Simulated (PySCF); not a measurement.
**CaF₂: bending curve**

Level of theory: PySCF, PBE, basis Ca def2-TZVP, F def2-TZVP (no relativity, density fitting).

Rigid scan from the singlet minimum (Ca–F 2.000 Å (×2); F–Ca–F 139.3°). Coordinate: the F–Ca–F angle, bonds fixed. Energies in kJ/mol from the minimum.

```tsv
bond angle (°)	E (kJ/mol)	dipole size (D)
80	77.2	9.33
90	46.4	8.77
100	25.8	8.11
110	12.3	7.36
120	4.8	6.52
130	1.0	5.59
140	0.0	4.58
150	1.0	3.51
160	2.9	2.38
170	4.7	1.20
180	5.3	0.00
```

With the bonds held, the linear shape lies 5.3 kJ/mol from the minimum.
